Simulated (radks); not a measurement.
Spherical quantum dot in the effective-mass picture: electrons in a parabolic well V = omega^2 r^2 / 2 with omega = 0.629, with a point charge +1 (a donor) at the centre, all in effective atomic units (hartree* = m*/eps^2 hartree, bohr* = eps/m* bohr), one dielectric constant everywhere. Calculated with a radial shooting solver with Libxc functionals: non-relativistic Kohn-Sham, exchange-only LDA, spin-polarised, spherical densities. Levels are named by radial order and angular momentum (1s, 1p, 1d, 2s, ...), and open shells are averaged over m. Results are scaled to m* = 0.034 and eps = 10.1, for which hartree* = 9.07 meV and bohr* = 15.72 nm.

N = 2, configuration 1s2. This is the lowest configuration that the search found. Occupied and some empty levels:

level,occupation,eigenvalue (meV),<r> (nm)
1s,2,8.8962,18.60
1p,0,16.515,29.21
2s,0,20.453,32.17
1d,0,22.419,35.74

Energy (meV): total 5.80627, kinetic 12.862, external -15.067, Hartree 13.973, exchange-correlation -5.9616.
